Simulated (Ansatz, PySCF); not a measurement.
H6MgOSi2, SMILES [SiH3][O][Mg][SiH3]. Atoms are numbered in the order given.

```xyz
10

Mg     0.0000     0.0000     0.5496
Si     0.0000     0.0000     3.0869
H     -0.8236    -1.1151     3.6561
H     -0.5539     1.2708     3.6561
H      1.3775    -0.1557     3.6561
O      0.0000     0.0000    -1.2524
Si     0.0000     0.0000    -2.8894
H     -1.1777     0.7464    -3.4365
H     -0.0575    -1.3932    -3.4365
H      1.2353     0.6468    -3.4365
```
Charge 0, spin multiplicity 1.

Geometry optimised at ωB97X-D3(BJ)/def2-SVP. The structure was generated by enumeration; whether it is a known compound was not checked. One conformer was computed; it need not be the lowest.

Vertical ionisation energy (IE) and electron affinity (EA) in eV. Rows of orbital energies are one-electron estimates. Where ΔSCF, EOM or ADC give a negative EA the extra electron is unbound and the value depends on the basis.

| level | IE | EA |
|---|---|---|
| −ε(HOMO), −ε(LUMO), r2SCAN/def2-TZVP (PySCF) | (withheld) | (withheld) |
| −ε(HOMO), −ε(LUMO), PBE/def2-TZVP (PySCF) | 6.53 | 1.90 |
| ΔSCF, PBE0/def2-SVPD (Ansatz), final states of multiplicity 2 and 2 | 9.41 | -0.01 |
| ΔSCF, PBE/def2-SVPD (Ansatz), final states of multiplicity 2 and 2 | 8.98 | 0.11 |

### Question
What belongs in the gaps? (Estimate from the structure and the level; the computed values follow.)

### Answer

- −ε(HOMO), −ε(LUMO), r2SCAN/def2-TZVP (PySCF), IE: 6.68
- −ε(HOMO), −ε(LUMO), r2SCAN/def2-TZVP (PySCF), EA: 1.46

### Question
What vertical singlet–triplet gap does ΔSCF give with PBE0/def2-SVPD (Ansatz, a program for electronic structure) and with PBE/def2-SVPD (Ansatz)? (The exact figures need the calculation; the answer reports its results.)

### Answer
4.58 and 4.39 eV (triplet above singlet where positive).
